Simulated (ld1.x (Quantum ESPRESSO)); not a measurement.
erbium (Er): excitation energies, all-electron against PAW

erbium, PAW, made with ld1.x (Quantum ESPRESSO) 7.5 (LDA (PZ), fully relativistic). Core [Kr] 4d10, reference 4f12 5s2 5p6 5d0 6s0 6p0 (charge +2). Waves: 5s (bound): rcut 1.60, rcutus 1.85 bohr; 6s (bound, empty): rcut 1.60, rcutus 1.85 bohr; 5p (bound): rcut 1.90, rcutus 2.35 bohr; 6p (bound, empty): rcut 1.90, rcutus 2.35 bohr; 5d (bound, empty): rcut 3.70, rcutus 3.95 bohr; 5d channel at -0.35 Ry: rcut 3.70, rcutus 3.95 bohr; 4f (bound): rcut 0.95, rcutus 1.35 bohr; 4f channel at -0.15 Ry: rcut 0.95, rcutus 1.35 bohr. Local part: all-electron potential smoothed inside 2.10 bohr (lloc = -1). Core correction: a·sin(br)/r model core, default radius (ld1.x builds one for every PAW set, though the input has nlcc=.false.). Augmentation charge: PSQ, inside the norm-conserving radii.

Open shells are filled in proportion to 2j + 1 (rel_dist='average').

Energies are relative to the spin-unpolarised reference configuration 4f12 5s2 5p6 5d0 6s0 6p0; without spin polarisation the order of configurations can differ from experiment. Not all tests gave a result: test run stopped at test 6 of 7 (negative rho).

(1) Give the all-electron excitation energy and the error of the potential for: 4f12 5s2 5p6 5d0 6s2 6p0; 4f12 5s2 5p6 5d0 6s1 6p0; 4f11 5s2 5p6 5d0 6s0 6p0; 4f12 5s2 5p6 5d0 6s0 6p1; 4f11 5s2 5p6 5d0 6s2 6p0.

Levels in the configuration 4f12 5s2 5p6 5d0 6s0 6p1:

| level | all-electron (eV) | pseudo (eV) |
| --- | --- | --- |
| 4f j=5/2 | -12.019 | -12.317 |
| 4f j=7/2 | -10.931 | -11.228 |
| 5s j=1/2 | -60.098 | -60.380 |
| 5p j=1/2 | -38.528 | -38.791 |
| 5p j=3/2 | -33.093 | -33.318 |
| 6p j=1/2 | -6.676 | -6.756 |
| 6p j=3/2 | -6.211 | -6.247 |

The ghost test of this file was not conclusive.

## Answers

(1)

| valence configuration | charge | ΔE all-electron (eV) | error AE − PS (meV) |
| --- | --- | --- | --- |
| 4f12 5s2 5p6 5d0 6s2 6p0 | 0 | -18.777 | -1.9 |
| 4f12 5s2 5p6 5d0 6s1 6p0 | +1 | -12.170 | -0.7 |
| 4f11 5s2 5p6 5d0 6s0 6p0 | +3 | 26.459 | +295 |
| 4f12 5s2 5p6 5d0 6s0 6p1 | +1 | -8.451 | +25 |
| 4f11 5s2 5p6 5d0 6s2 6p0 | +1 | -8.193 | +242 |
